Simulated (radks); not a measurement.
The numbers below are computed, except where a source is named.
Cs II, 54 electrons, occupied as [Xe].

Code: a radial shooting solver on a logarithmic mesh with Libxc functionals. Model: Dirac Kohn-Sham, PBE, spin-unpolarised, spherical densities, point nucleus; speed of light set to 102.777 atomic units (0.75 times the physical value, a model run).

Energy parts (hartree):
| part | energy |
|---|---|
| total | -8003.0635 |
| kinetic | 9049.6958 |
| electron-nucleus | -19947.1581 |
| Hartree | 3093.0768 |
| exchange-correlation | -198.6780 |

Orbitals (lengths in bohr, moments of r in powers of bohr; <r^-3> diverges for s and p1/2; r(max) is where P^2 peaks; r(90%) holds 90 % of the orbital's charge):
orbital  occ.  eigenvalue (hartree)   r(max)  r(90%)      <r>  <r^-3>
1s1/2       2             -1366.616  0.01549  0.0452  0.02482       -
2s1/2       2             -219.4024  0.09011   0.166   0.1059       -
2p1/2       2             -206.0655  0.06757   0.147  0.08828       -
2p3/2       4             -180.9310  0.07680   0.161  0.09913    6275
3s1/2       2             -45.81751   0.2615   0.423   0.2865       -
3p1/2       2             -40.34856   0.2479   0.417   0.2764       -
3p3/2       4             -35.49936   0.2683   0.448   0.2984    1259
3d3/2       4             -26.39195   0.2166   0.424   0.2695   200.7
3d5/2       6             -25.45704   0.2222   0.433   0.2761   172.3
4s1/2       2              -8.85806   0.6202   0.965   0.6697       -
4p1/2       2              -6.90311   0.6333    1.01   0.6944       -
4p3/2       4              -5.91258   0.6782    1.09   0.7455   257.9
4d3/2       4              -2.90763   0.7151    1.26   0.8309   32.71
4d5/2       6              -2.75960   0.7299    1.29   0.8498   27.61
5s1/2       2              -1.24652    1.489    2.43    1.677       -
5p1/2       2              -0.76954    1.666    2.86    1.939       -
5p3/2       4              -0.65156    1.807    3.12    2.113   29.95

The highest occupied level is 5p3/2 at -17.730 eV. The density falls to 0.001 e/bohr^3 at r = 4.02 bohr.
